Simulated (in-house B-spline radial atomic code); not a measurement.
As+ is squeezed into an impenetrable sphere of radius R (the orbitals vanish at R). No spin polarisation. Level of theory: scalar-relativistic (X2C) PBE, spherical fractional occupations, Fermi nucleus of rms radius 4.0968 fm; calculated with a radial B-spline atomic code at the basis-set limit.

Energies in eV above the free ion in [Ar] 3d10 4s2 4p2:

```csv
R (bohr),highest level (eV),[Ar] 3d10 4s2 4p2,[Ar] 3d10 4s1 4p2 4f1,[Ar] 3d9 4s2 4p2 4f1
7.91,-13.3,0.006877,27.71,60.72
6.23,-13.2,0.1175,30.67,63.65
5.33,-12.7,0.5174,33.96,66.8
4.55,-11.6,1.865,39.38,71.88
3.63,-7.6,8.685,54.68,86.43
2.86,3.13,33.5,92.14,124.6
2.51,14.4,64.61,131.2,166.5
2.3,25.4,98.03,169.8,208.9
1.68,108,397.4,475.6,555
1.42,202,804.7,864,999.3
```

Does [Ar] 3d10 4s1 4p2 4f1 fall below [Ar] 3d10 4s2 4p2 under compression?

No, it stays above over the whole range.

Does [Ar] 3d9 4s2 4p2 4f1 fall below [Ar] 3d10 4s2 4p2 under compression?

No, it stays above over the whole range.

The highest level is first positive in the row R = 2.86 bohr, pushed up by confinement above the zero of the free ion's potential. Each configuration is held fixed and needn't be the lowest in the sphere.
